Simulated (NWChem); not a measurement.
System: KF anion, doublet; SMILES of the neutral closed-shell parent [F][K]

NWChem input:

```
start job
memory heap 200 mb stack 900 mb global 1100 mb
charge -1
geometry units angstroms
  K      0.000000     0.000000    -0.798885
  F      0.000000     0.000000     1.524940
end
basis spherical
  K library sto-3g
  F library sto-3g
end
dft
  odft
  mult 2
  xc hfexch
  iterations 150
end
driver
  maxiter 120
end
task dft optimize
task dft freq
```

Parts of the log:

```
             Northwest Computational Chemistry Package (NWChem) 7.3.0
             --------------------------------------------------------

 ORDER OF PRIMARY AXIS IS BEING SET TO 4
 C4V symmetry detected

                             Geometry "geometry" -> ""
                             -------------------------

 Output coordinates in angstroms (scale by  1.889725989 to convert to a.u.)

  No.       Tag          Charge          X              Y              Z
 ---- ---------------- ---------- -------------- -------------- --------------
    1 K                   19.0000     0.00000000     0.00000000    -0.74694375
    2 F                    9.0000     0.00000000     0.00000000     1.57688125

 Effective nuclear repulsion energy (a.u.)      38.9398124123

      Symmetry information
      --------------------

 Group name             C4v
 Group number             18
 Group order               8
 No. of unique centers     2

                                Z-matrix (autoz)
                                --------

 Units are Angstrom for bonds and degrees for angles

      Type          Name      I     J     K     L     M      Value
      ----------- --------  ----- ----- ----- ----- ----- ----------
    1 Stretch                  1     2                       2.32383

  xc_inp: hfexch multiplicative factor not found.

                           NWChem Geometry Optimization
                           ----------------------------

 maximum gradient threshold         (gmax) =   0.000450
 rms gradient threshold             (grms) =   0.000300
 maximum cartesian step threshold   (xmax) =   0.001800
 rms cartesian step threshold       (xrms) =   0.001200
 fixed trust radius                (trust) =   0.300000
 source of zmatrix                         =   autoz

          -------------------
          Energy Minimization
          -------------------

 Using diagonal initial Hessian
 Scaling for Hessian diagonals: bonds = 1.00  angles = 0.25  torsions = 0.10

          --------
          Step   0

                                 NWChem DFT Module
                                 -----------------

[...]

      ----------------------
      Optimization converged
      ----------------------

  Step       Energy      Delta E   Gmax     Grms     Xrms     Xmax
  ---- ---------------- -------- -------- -------- -------- --------
@    5    -690.87725034 -3.7D-09  0.00001  0.00001  0.00019  0.00033
                                     ok       ok       ok       ok

                                Z-matrix (autoz)
                                --------

 Units are Angstrom for bonds and degrees for angles

      Type          Name      I     J     K     L     M      Value     Gradient
      ----------- --------  ----- ----- ----- ----- ----- ---------- ----------
    1 Stretch                  1     2                       2.61006    0.00001

                         Geometry "geometry" -> "geometry"
                         ---------------------------------

 Output coordinates in angstroms (scale by  1.889725989 to convert to a.u.)

  No.       Tag          Charge          X              Y              Z
 ---- ---------------- ---------- -------------- -------------- --------------
    1 K                   19.0000     0.00000000     0.00000000    -0.89005901
    2 F                    9.0000     0.00000000     0.00000000     1.71999651

 Effective nuclear repulsion energy (a.u.)      34.6694961400

      Symmetry information
      --------------------

 Group name             C4v
 Group number             18
 Group order               8
 No. of unique centers     2

                Final and change from initial internal coordinates
                --------------------------------------------------

                                Z-matrix (autoz)
                                --------

 Units are Angstrom for bonds and degrees for angles

[...]

 Rotational Constants
 --------------------
 A=   0.000000 cm-1  (  0.000000 K)
 B=   0.193761 cm-1  (  0.278773 K)
 C=   0.193761 cm-1  (  0.278773 K)

 Temperature                      =   298.15K
 frequency scaling parameter      =   1.0000

 Linear Molecule

 Zero-Point correction to Energy  =    0.318 kcal/mol  (  0.000506 au)
 Thermal correction to Energy     =    2.129 kcal/mol  (  0.003392 au)
 Thermal correction to Enthalpy   =    2.721 kcal/mol  (  0.004336 au)

 Total Entropy                    =   55.855 cal/mol-K
   - Translational                =   38.075 cal/mol-K (mol. weight =  57.9621)
   - Rotational                   =   15.841 cal/mol-K (symmetry #  =        1)
   - Vibrational                  =    1.939 cal/mol-K

 Cv (constant volume heat capacity) =    6.772 cal/mol-K
   - Translational                  =    2.979 cal/mol-K
   - Rotational                     =    1.986 cal/mol-K
   - Vibrational                    =    1.806 cal/mol-K

[normal modes left out]

 ----------------------------------------------------------------------------
 Normal Eigenvalue ||           Projected Infra Red Intensities
  Mode   [cm**-1]  || [atomic units] [(debye/angs)**2] [(KM/mol)] [arbitrary]
 ------ ---------- || -------------- ----------------- ---------- -----------
    1        0.000 ||    0.017955           0.414        17.504       9.793
    2        0.000 ||    0.017955           0.414        17.504       9.793
    3        0.000 ||    0.001408           0.032         1.373       0.768
    4        0.000 ||    0.001408           0.032         1.373       0.768
    5        0.000 ||    0.017253           0.398        16.819       9.410
    6      222.381 ||    0.054030           1.247        52.671      29.468
 ----------------------------------------------------------------------------
```

Level: UHF/STO-3G. Sets without diffuse functions describe the anion's extra electron poorly. The spin multiplicity was typed, not searched, and may not be the lowest. The determinant is spin-contaminated (<S²> = 0.87). No stability test was run on the SCF state. The highest occupied level is positive, so the extra electron may be held by the finite basis.
